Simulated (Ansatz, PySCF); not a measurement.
This Ansatz (a first-principles code) input computes a SVWN5/def2-TZVPD energy:

Ansatz 0.2 input:
```yaml
crystal:
  periodic: [false, false, false]
  atoms:
    - {symbol: O, position_ang: [-1.21346238, -0.49365401, 0.06991401]}
    - {symbol: S, position_ang: [-0.11286175, 0.45810328, -0.01665189]}
    - {symbol: F, position_ang: [1.27927632, -0.37560225, -0.03254241]}
basis:
  gaussian:
    orbitals: def2-TZVPD
hamiltonian:
  xc: {name: SVWN5}
magnetization: {spin_polarized: true, initial_magnetization: 1}
output: {forces: true}
```

Write an input for the same energy in PySCF and say what it gives.


```python
from pyscf import gto, scf, dft

mol = gto.M(
    atom='''
    O    -1.21346238   -0.49365401    0.06991401
    S    -0.11286175    0.45810328   -0.01665189
    F     1.27927632   -0.37560225   -0.03254241
    ''',
    basis='def2-tzvpd',
    charge=0,
    spin=1,
    verbose=4,
)

mf = dft.UKS(mol, xc='svwn').density_fit(auxbasis='def2-universal-jkfit')
mf.grids.level = 3
mf.conv_tol = 1e-9
mf.max_cycle = 100
mf.max_memory = 1500
mf.kernel()
if not mf.converged:
    mf = mf.newton()
    mf.kernel(mf.make_rdm1())
for _ in range(2):
    mo, _, stable, _ = mf.stability(return_status=True)
    if stable:
        break
    mf.kernel(mf.make_rdm1(mo, mf.mo_occ))
mf.analyze()
```
It gives -570.81333 Eh, and Ansatz -570.81328 Eh, a difference of 0.05 mEh, from the treatment of integrals and grids.

It need not be the lowest isomer of its formula.
